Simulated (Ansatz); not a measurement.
Born–Oppenheimer molecular dynamics of CH5FS2Si (10 atoms, charge 0, multiplicity 1). It starts at the highest image of a converged band. Of that band: The profile has 2 maxima (images 2, 4) with wells between them (image 3): this band takes more than one step, which may be the mechanism or a detour left from its start path. Neighbouring images differ by up to 2.2 eV, so the band resolves the path poorly. A vibrational analysis at the climbing image gives one clearly imaginary mode, 821i cm⁻¹: a first-order saddle point.

These are results of RKS PBE/def2-SVP in Ansatz 0.2.0, not measurements.

```yaml
ensemble: NVE (velocity Verlet)
time_step: 0.5 fs
steps_asked: 200
starting_velocities_drawn_for: 100 K
seed: 4308
```

First frame:

```xyz
10
Properties=species:S:1:pos:R:3
C -1.180 0.236 1.105
S 0.583 -0.177 1.347
Si 1.270 0.461 -0.931
F 2.682 -0.391 -0.960
S -0.113 -0.568 -2.255
H -1.599 0.604 2.060
H -1.294 1.023 0.327
H -1.726 -0.664 0.768
H 1.077 1.231 0.500
H 0.382 -1.806 -1.957
```

(1) How far do the bonds stretch over the last three quarters of this one trajectory? (Pairs bonded in most of those frames.)

Results:

(1) 
```csv
bond,mean (Å),spread (Å),shortest,longest
C1–S2,1.846,0.020,1.81,1.88
C1–H6,1.107,0.011,1.09,1.13
C1–H7,1.108,0.010,1.09,1.12
C1–H8,1.108,0.019,1.08,1.14
S2–Si3,2.185,0.087,2.05,2.38
Si3–F4,1.644,0.006,1.63,1.65
Si3–S5,2.166,0.062,2.07,2.30
Si3–H9,1.590,0.112,1.39,1.79
S5–H10,1.384,0.018,1.35,1.42
```

Mean temperature of the second half: 1078 K. The conserved energy stayed within 0.19 meV per atom of its start (net change -0.033 meV per atom), so the integration is sound. The system heated up, since it started high on the potential surface and ran downhill. A run of 0.1 ps of so small a system gives no equilibrium averages. The orbitals stay closed-shell, which can raise the energy where a bond breaks towards radicals; this wasn't checked here.

Run time: 6.6 min on 2 threads of Arm Neoverse V1, with other jobs on the host, peak memory 0.15 GiB.
